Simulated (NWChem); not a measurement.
System: C2H4ClFSi; SMILES FC([SiH2]Cl)=C

All runs: NWChem. Geometry: optimised at PBE0/def2-SVP. Level: PBE0/def2-SVP with SMD, gas-phase geometry; reactions with the solvents are ignored. One conformer.

```tsv
SMD term (kcal/mol)	water	toluene
distortion of the solute's density	0.22	0.07
polarisation	-2.37	-1.27
cavity, dispersion and structure	4.27	-0.55
```

Problem. Sum the solvation free energies, find the transfer free energy from water to toluene and the partition coefficient at 298.15 K.

Solution. 
1. ΔG(solv, water) = 2.12 kcal/mol and ΔG(solv, toluene) = -1.75 kcal/mol (1 M gas to 1 M solution).
2. Transfer: -1.75 − (2.12) = -3.87 kcal/mol.
3. log₁₀ K(toluene/water) = −ΔG/(RT ln 10) = 3.87/1.364 = 2.8, so the model puts more of the solute in toluene.
4. Of the transfer energy, 0.95 kcal/mol is electrostatic and -4.82 comes from the non-electrostatic term. The two phases are taken as the pure solvents.
